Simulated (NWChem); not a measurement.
Everything below was run with NWChem. System: C2H2Cl, charge 0, spin multiplicity 4, at the geometry of a parent with another charge or spin, in a state set for the comparison that need not be this species' ground state. Its SCF solution wasn't tested for a lower state. Level: UMP2/def2-SVP, 7 core orbitals frozen.

Job file:

```
start mol
memory heap 200 mb stack 900 mb global 1100 mb
geometry units angstroms nocenter noautoz
  C      1.692043    -0.335244     0.000000
  C      0.436020    -0.701521     0.000000
  Cl    -0.893452     0.435912     0.000000
  H      2.317130     0.554312     0.000000
  H      0.103167    -1.744231     0.000000
  symmetry group Cs
end
basis spherical
  * library def2-svp
end
scf
  uhf
  nopen 3
  maxiter 100
  thresh 1e-7
  semidirect memsize 60000000 filesize 0
  # guess.movecs holds the orbitals of an unrestricted PBE0 run
  vectors input guess.movecs output mol.movecs
end
mp2
  freeze core 7
end
task mp2 energy
```

Output (cleaned and shortened):

```
             Northwest Computational Chemistry Package (NWChem) 7.3.0
             --------------------------------------------------------

                                NWChem Input Module
                                -------------------

 Scaling coordinates for geometry "geometry" by  1.889725989
 (inverse scale =  0.529177249)

 Turning off AUTOSYM since
 SYMMETRY directive was detected!

                             Geometry "geometry" -> ""
                             -------------------------

 Output coordinates in angstroms (scale by  1.889725989 to convert to a.u.)

  No.       Tag          Charge          X              Y              Z
 ---- ---------------- ---------- -------------- -------------- --------------
    1 C                    6.0000     1.69204300    -0.33524400     0.00000000
    2 C                    6.0000     0.43602000    -0.70152100     0.00000000
    3 Cl                  17.0000    -0.89345200     0.43591200     0.00000000
    4 H                    1.0000     2.31713000     0.55431200     0.00000000
    5 H                    1.0000     0.10316700    -1.74423100     0.00000000

 Effective nuclear repulsion energy (a.u.)      80.8548699039

            Nuclear Dipole moment (a.u.)
            ----------------------------
        X                 Y               Z
 ---------------- ---------------- ----------------
    -0.0000170075    -0.0000094486     0.0000000000

      Symmetry information
      --------------------

 Group name             Cs
 Group number              2
 Group order               2
 No. of unique centers     5

      Symmetry unique atoms

     1    2    3    4    5


 Summary of "ao basis" -> "" (spherical)
 ------------------------------------------------------------------------------
       Tag                 Description            Shells   Functions and Types
 ---------------- ------------------------------  ------  ---------------------
 *                          def2-svp                  on all atoms

 Summary of "ao basis" -> "ao basis" (spherical)
 ------------------------------------------------------------------------------
       Tag                 Description            Shells   Functions and Types
 ---------------- ------------------------------  ------  ---------------------
 C                          def2-svp                 6       14   3s2p1d
 Cl                         def2-svp                 8       18   4s3p1d
 H                          def2-svp                 3        5   2s1p

                                 NWChem SCF Module
                                 -----------------

  ao basis        = "ao basis"
  functions       =    56
  atoms           =     5
  alpha electrons =    17
  beta  electrons =    14
  charge          =   0.00
  wavefunction    = UHF
  use symmetry    = T
  symmetry adapt  = T

 Summary of "ao basis" -> "ao basis" (spherical)
 ------------------------------------------------------------------------------
       Tag                 Description            Shells   Functions and Types
 ---------------- ------------------------------  ------  ---------------------
 C                          def2-svp                 6       14   3s2p1d
 Cl                         def2-svp                 8       18   4s3p1d
 H                          def2-svp                 3        5   2s1p

      Symmetry analysis of basis
      --------------------------

        a'         41
        a"         15

 Forming initial guess at       0.0s

   Symmetry analysis of molecular orbitals - initial alpha
   -------------------------------------------------------

  Numbering of irreducible representations:

     1 a'          2 a"

  Orbital symmetries:

     1 a'          2 a'          3 a'          4 a'          5 a'
     6 a"          7 a'          8 a'          9 a'         10 a'
    11 a'         12 a'         13 a"         14 a'         15 a"
    16 a'         17 a"         18 a'         19 a'         20 a'
    21 a'         22 a'         23 a'         24 a"         25 a'
    26 a'         27 a"

   Symmetry analysis of molecular orbitals - initial beta
   ------------------------------------------------------

  Numbering of irreducible representations:

     1 a'          2 a"

  Orbital symmetries:

     1 a'          2 a'          3 a'          4 a'          5 a'
     6 a"          7 a'          8 a'          9 a'         10 a'
    11 a'         12 a'         13 a"         14 a'         15 a"
    16 a'         17 a"         18 a'         19 a'         20 a'
    21 a'         22 a'         23 a'         24 a'         25 a"
    26 a'         27 a'

 Starting SCF solution at       0.0s

 ----------------------------------------------
         Quadratically convergent UHF

 Convergence threshold     :          1.000E-07
 Maximum no. of iterations :          100
 Integral*density screening:          1.000E-09
 ----------------------------------------------

              iter       energy          gnorm     gmax       time
             ----- ------------------- --------- --------- --------
                 1     -535.9643352359  3.79D-01  7.70D-02      0.1
                 2     -535.9808487240  1.99D-02  5.08D-03      0.2
                 3     -535.9809692329  2.47D-04  8.09D-05      0.2
                 4     -535.9809692692  5.73D-08  1.85D-08      0.3

       Final UHF  results
       ------------------

         Total SCF energy =   -535.980969269188
      One electron energy =   -898.209533604370
      Two electron energy =    281.373694431265
 Nuclear repulsion energy =     80.854869903918
[...]
    19      0.305604  2 C  py                40     -0.193924  3 Cl py
    52     -0.184873  5 H  s                 32     -0.180201  3 Cl s
    33      0.180200  3 Cl px                37     -0.173961  3 Cl py
    18     -0.170454  2 C  px

 Vector   13  Occ=1.000000D+00  E=-4.647232D-01  Symmetry=a"
              MO Center= -7.7D-01,  3.4D-01,  4.2D-15, r^2= 1.3D+00
   Bfn.  Coefficient  Atom+Function         Bfn.  Coefficient  Atom+Function
  ----- ------------  ---------------      ----- ------------  ---------------
    41      0.627258  3 Cl pz                38      0.446403  3 Cl pz
    35      0.259746  3 Cl pz

 Vector   14  Occ=1.000000D+00  E=-4.507954D-01  Symmetry=a'
              MO Center= -7.5D-01,  2.8D-01, -2.3D-15, r^2= 1.5D+00
   Bfn.  Coefficient  Atom+Function         Bfn.  Coefficient  Atom+Function
  ----- ------------  ---------------      ----- ------------  ---------------
    40      0.512986  3 Cl py                39      0.396521  3 Cl px
    37      0.370147  3 Cl py                36      0.269565  3 Cl px
    34      0.212561  3 Cl py                52      0.160640  5 H  s
    33      0.156146  3 Cl px

 Vector   15  Occ=0.000000D+00  E= 3.215659D-02  Symmetry=a"
              MO Center=  8.8D-01, -4.7D-01, -2.2D-14, r^2= 2.0D+00
   Bfn.  Coefficient  Atom+Function         Bfn.  Coefficient  Atom+Function
  ----- ------------  ---------------      ----- ------------  ---------------
    23      0.405142  2 C  pz                20      0.326202  2 C  pz
     9      0.318548  1 C  pz                 6      0.276272  1 C  pz
    41     -0.265251  3 Cl pz

 Vector   16  Occ=0.000000D+00  E= 1.018429D-01  Symmetry=a'
              MO Center=  1.5D+00, -5.4D-01, -6.5D-17, r^2= 2.4D+00
   Bfn.  Coefficient  Atom+Function         Bfn.  Coefficient  Atom+Function
  ----- ------------  ---------------      ----- ------------  ---------------
     7      0.436339  1 C  px                 8     -0.365230  1 C  py
    39      0.336765  3 Cl px                 5     -0.288835  1 C  py
    53     -0.237093  5 H  s                 21      0.217243  2 C  px
     3      0.214891  1 C  s                 40     -0.202839  3 Cl py
     4      0.201786  1 C  px                32      0.199243  3 Cl s

 Vector   17  Occ=0.000000D+00  E= 2.176682D-01  Symmetry=a'
              MO Center=  2.0D-01, -1.9D+00, -1.0D-15, r^2= 3.8D+00
   Bfn.  Coefficient  Atom+Function         Bfn.  Coefficient  Atom+Function
  ----- ------------  ---------------      ----- ------------  ---------------
    53      2.282942  5 H  s                 17     -1.692681  2 C  s
    22      0.884265  2 C  py                48     -0.653681  4 H  s
     3      0.497336  1 C  s                 21      0.423884  2 C  px
    16     -0.209772  2 C  s                 40     -0.200257  3 Cl py
     7      0.156136  1 C  px

 center of mass
 --------------
 x =  -0.10123440 y =   0.04967001 z =   0.00000000

 moments of inertia (a.u.)
 ------------------
          61.539011547580          81.769189076945           0.000000000000
          81.769189076945         249.254581011271           0.000000000000
           0.000000000000           0.000000000000         310.793592558851

  Mulliken analysis of the total density
  --------------------------------------

    Atom       Charge   Shell Charges
 -----------   ------   -------------------------------------------------------
    1 C    6     6.08   1.99  0.91  0.39  1.93  0.84  0.03
    2 C    6     5.99   1.99  0.89  0.25  2.00  0.80  0.05
    3 Cl  17    17.16   2.00  1.99  1.21  0.76  5.94  2.08  3.14  0.04
    4 H    1     0.90   0.72  0.15  0.03
    5 H    1     0.88   0.73  0.13  0.03

  Mulliken analysis of the alpha density
  --------------------------------------

    Atom       Charge   Shell Charges
 -----------   ------   -------------------------------------------------------
    1 C    6     4.11   1.00  0.52  0.29  1.53  0.76  0.02
    2 C    6     3.49   0.99  0.47  0.16  1.30  0.52  0.03
    3 Cl  17     8.62   1.00  1.00  0.61  0.37  2.97  1.08  1.58  0.02
    4 H    1     0.38   0.32  0.04  0.02
    5 H    1     0.40   0.34  0.04  0.02

   Mulliken analysis of the beta density
   -------------------------------------

    Atom       Charge   Shell Charges
 -----------   ------   -------------------------------------------------------
    1 C    6     1.97   1.00  0.38  0.10  0.40  0.08  0.01
    2 C    6     2.50   1.00  0.42  0.09  0.70  0.28  0.02
    3 Cl  17     8.54   1.00  1.00  0.60  0.38  2.97  1.01  1.56  0.02
    4 H    1     0.52   0.40  0.11  0.01
    5 H    1     0.48   0.38  0.08  0.01

   Mulliken analysis of the spin density
   -------------------------------------

    Atom       Charge   Shell Charges
 -----------   ------   -------------------------------------------------------
    1 C    6     2.14   0.00  0.14  0.19  1.13  0.68  0.00
    2 C    6     0.99  -0.00  0.04  0.08  0.60  0.25  0.01
    3 Cl  17     0.09   0.00  0.00  0.01 -0.01  0.00  0.07  0.02  0.01
    4 H    1    -0.14  -0.08 -0.07  0.01
    5 H    1    -0.08  -0.04 -0.04  0.01

       Multipole analysis of the density wrt the origin
       ------------------------------------------------

     L   x y z        total         alpha         beta         nuclear
     -   - - -        -----         -----         ----         -------
     0   0 0 0     -0.000000    -17.000000    -14.000000     31.000000

     1   1 0 0      0.358685     -3.332542      3.691244     -0.000017
     1   0 1 0     -0.218330      1.317702     -1.536023     -0.000009
     1   0 0 1      0.000000      0.000000      0.000000      0.000000

     2   2 0 0    -18.406300    -88.634853    -62.860845    133.089398
     2   1 1 0      0.924586     23.637399     15.694735    -38.407548
     2   1 0 1     -0.000000     -0.000000      0.000000      0.000000
     2   0 2 0    -17.172716    -29.723007    -23.899751     36.450042
     2   0 1 1     -0.000000      0.000000     -0.000000      0.000000
     2   0 0 2    -19.193616    -12.082802     -7.110814      0.000000

                   NWChem MP2 Semi-direct Energy/Gradient Module
                   ---------------------------------------------

  Basis functions       =     56
  Molecular orbitals    =     56
  Frozen core           =      7
  Frozen virtuals       =      0
  Active alpha occupied =     10
  Active beta occupied  =      7
  Active alpha virtual  =     39
  Active beta virtual   =     42
  Use MO symmetry       = T
  Use skeleton AO sym   = T

  AO/Fock/Back tols     =   1.0D-09  1.0D-09  1.0D-09

 GA uses MA = F    GA memory limited = T

 Available:
  local mem=  1.26D+08
 global mem=  1.44D+08
 local disk=  0.00D+00
  mp2_memr nvloc                    39
  nvloc new                    39
   1 passes of  10:        3145728                      16342                   2109795.
   1 passes of  10: M    126153989           G      144172928           F     123008261.

 Semi-direct pass number   1 of   1  for UHF alpha       at        0.3s
  vrange nnbf                  1587
  mp2_eaftype                    10  avail_ma_in_mb                  1099
 EAF : mp2_eaftype filesize          10    1054898.
  mp2_eaf for mointskh                     10
Node 0 wrote      5.0 Mb in      0.0 s     Agg I/O rate:  4342.1 Mb/s
 Done moints_semi at        0.6s
  mp2_eaftype                    10  avail_ma_in_mb                  1089
 EAF : mp2_eaftype filesize          10    1054898.
  mp2_eaf for kh                    10
 Done maket at        0.6s
 Done multipass loop at        0.6s

 GA uses MA = F    GA memory limited = T

 Available:
  local mem=  1.26D+08
 global mem=  1.44D+08
 local disk=  0.00D+00
  mp2_memr nvloc                    42
  nvloc new                    42
   1 passes of   7:        3145728                      13894                   1591798.
   1 passes of   7: M    126153989           G      144172928           F     123008261.

 Semi-direct pass number   1 of   1  for UHF beta        at        0.6s
  vrange nnbf                  1587
  mp2_eaftype                    10  avail_ma_in_mb                  1099
 EAF : mp2_eaftype filesize          10     795899.
  mp2_eaf for mointskh                     10
Node 0 wrote      3.7 Mb in      0.0 s     Agg I/O rate:  4300.5 Mb/s
 Done moints_semi at        0.9s
  mp2_eaftype                    10  avail_ma_in_mb                  1089
 EAF : mp2_eaftype filesize          10     795899.
  mp2_eaf for kh                    10
 Done maket at        0.9s
 Done multipass loop at        0.9s

          -------------------------------------------
          SCF energy                -535.980969269188
          Correlation energy          -0.325684373588
          Singlet pairs                0.000000000000
          Triplet pairs                0.000000000000
          Total MP2 energy          -536.306653642776
          -------------------------------------------

          ---------------------------------------------------
                    Spin Component Scaled (SCS) MP2
          Same spin pairs                     -0.085737564439
          Same spin scaling factor             0.333333333333
          Opposite spin pairs                 -0.239946809150
          Opposite spin scaling fact.          1.200000000000
          SCS-MP2 correlation energy          -0.316515359126
          Total SCS-MP2 energy              -536.297484628314
          ---------------------------------------------------

 -----------------------
 Performance information
 -----------------------

 Timer overhead =  1.44D-07 seconds/call

               Nr. of calls         CPU time (s)                 Wall time (s)                GFlops
             ---------------    -------------------     ------------------------------   -------------------
Name         Min   Avg   Max    Min     Avg     Max     Min     Avg     Max   Mx/calls   Min     Max     Sum
mp2: moin     2     2     2   0.55    0.55    0.55     0.55    0.55    0.55    0.28      0.0     0.0     0.0
mp2: make     2     2     2   3.76E-2 3.76E-2 3.76E-2  3.76E-2 3.76E-2 3.76E-2 1.88E-2   0.0     0.0     0.0
mp2: tota     1     1     1   0.61    0.61    0.61     0.61    0.61    0.61    0.61      0.0     0.0     0.0

 The average no. of pstat calls per process was 5.00D+00
 with a timing overhead of 7.22D-07s

 Task  times  cpu:        0.9s     wall:        0.9s

 Total times  cpu:        0.9s     wall:        0.9s
```
